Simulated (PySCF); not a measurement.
Isomers of C6H9P.

All values: CAM-B3LYP/def2-SVPD (PySCF) at GFN2-xTB geometries, gas phase, one conformer each. Core orbitals are frozen in the response; Δα² is half the sum of the squared differences of the principal polarisabilities.

(1) Rank by HOMO energy, highest first.
A. `[CH:1]#[C:2][CH2:3][PH:4][C:5](=[CH2:6])[CH3:7]` with C2–C3–P4–C5 161°, C3–P4–C5–C6 -117°
B. `[CH3:1][P:2]1[CH:3]=[CH:4][CH2:5][CH:6]=[CH:7]1` with C1–P2–C3–C4 -135°, C3–C4–C5–C6 37°, C4–C5–C6–C7 -37°, C1–P2–C7–C6 135°
C. `CC1=CPC(C)=C1`
D. `[CH3:1][C:2]#[C:3][PH:4][CH:5]1[CH2:6][CH2:7]1` with C3–P4–C5–C6 97°

(2) Rank by HOMO–LUMO gap, highest first.
A. `[CH:1]#[C:2][CH2:3][PH:4][C:5](=[CH2:6])[CH3:7]` with C2–C3–P4–C5 161°, C3–P4–C5–C6 -117°
B. `CC#CP=C(C)C`
C. `[CH3:1][P:2]1[CH:3]=[CH:4][CH2:5][CH:6]=[CH:7]1` with C1–P2–C3–C4 -135°, C3–C4–C5–C6 37°, C4–C5–C6–C7 -37°, C1–P2–C7–C6 135°
D. `[CH3:1][C:2]#[C:3][PH:4][CH:5]1[CH2:6][CH2:7]1` with C3–P4–C5–C6 97°
E. `[CH2:1]=[P:2][C:3]1=[CH:4][CH2:5][CH2:6][CH2:7]1` with C1–P2–C3–C4 -173°, C3–C4–C5–C6 12°, C4–C5–C6–C7 -18°, C5–C6–C7–C3 18°, P2–C3–C7–C6 169°
F. `[CH3:1][CH:2]1[CH:3]=[CH:4][PH:5][CH:6]=[CH:7]1` with C1–C2–C3–C4 82°, C3–C4–P5–C6 34°, C4–P5–C6–C7 -34°, C1–C2–C7–C6 -82°

## Answers

(1) B (-7.43 eV), C (-7.57 eV), D (-7.93 eV), A (-8.06 eV).

(2) D (9.14 eV), A (8.92 eV), F (8.73 eV), C (8.41 eV), E (7.41 eV), B (7.19 eV).

All values together:

```tsv
SMILES	μ (D)	HOMO (eV)	LUMO (eV)	α (Å³)	Δα (Å³)
C=PC1=CCCC1	1.78	-7.89	-0.48	14.29	8.54
Cc1c[pH]c(C)c1	1.18	-7.57	0.24	13.85	6.42
C#CCPC(=C)C	1.44	-8.06	0.86	14.43	7.66
CC#CP=C(C)C	1.94	-7.50	-0.32	15.42	11.10
CP1C=CCC=C1	1.17	-7.43	0.99	13.79	6.59
CC1C=CPC=C1	1.13	-7.67	1.06	13.47	5.19
C=CP(C)C#CC	1.54	-7.64	0.72	14.82	8.77
CC#CPC1CC1	1.51	-7.93	1.21	14.18	7.91
```

Conformers: `[CH2:1]=[P:2][C:3]1=[CH:4][CH2:5][CH2:6][CH2:7]1` with C1–P2–C3–C4 -173°, C3–C4–C5–C6 12°, C4–C5–C6–C7 -18°, C5–C6–C7–C3 18°, P2–C3–C7–C6 169°; `[CH:1]#[C:2][CH2:3][PH:4][C:5](=[CH2:6])[CH3:7]` with C2–C3–P4–C5 161°, C3–P4–C5–C6 -117°; `[CH3:1][P:2]1[CH:3]=[CH:4][CH2:5][CH:6]=[CH:7]1` with C1–P2–C3–C4 -135°, C3–C4–C5–C6 37°, C4–C5–C6–C7 -37°, C1–P2–C7–C6 135°; `[CH3:1][CH:2]1[CH:3]=[CH:4][PH:5][CH:6]=[CH:7]1` with C1–C2–C3–C4 82°, C3–C4–P5–C6 34°, C4–P5–C6–C7 -34°, C1–C2–C7–C6 -82°; `[CH2:1]=[CH:2][P:3]([CH3:4])[C:5]#[C:6][CH3:7]` with C1–C2–P3–C4 76°; `[CH3:1][C:2]#[C:3][PH:4][CH:5]1[CH2:6][CH2:7]1` with C3–P4–C5–C6 97°.
